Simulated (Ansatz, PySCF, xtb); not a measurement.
Noncovalent pair: HCl (SMILES Cl) (first 2 atoms) with CH4O (SMILES CO); geometry from B3LYP-D3(BJ)/def2-TZVP.
(charge 0, multiplicity 1):
```xyz
8

Cl     0.6626    -0.2654     0.2514
H     -0.0003    -0.3857     1.3778
C      0.1699     0.1322     3.9273
O     -0.7589    -0.3981     2.9755
H      0.4391     1.1652     3.6933
H      1.0623    -0.4866     3.8660
H     -0.2335     0.0762     4.9408
H     -1.5639     0.1311     2.9862
```

Counterpoise-corrected where a basis set is named; no monomer relaxation.

Cores are frozen in the correlated methods.

The values were computed with Ansatz (a program for electronic structure); PySCF for the dispersion terms; xtb for the GFN methods. Values without a source in brackets are computed.

Task: One of these levels gives -5.36 kcal/mol for the interaction energy. Which one is it?
A. SCS-MP2/aug-cc-pV(D+d)Z
B. GFN-FF
C. BHLYP-D3(BJ)/def2-TZVPPD

Result: A, SCS-MP2/aug-cc-pV(D+d)Z. The others give -4.27 (GFN-FF), -7.35 (BHLYP-D3(BJ)/def2-TZVPPD)
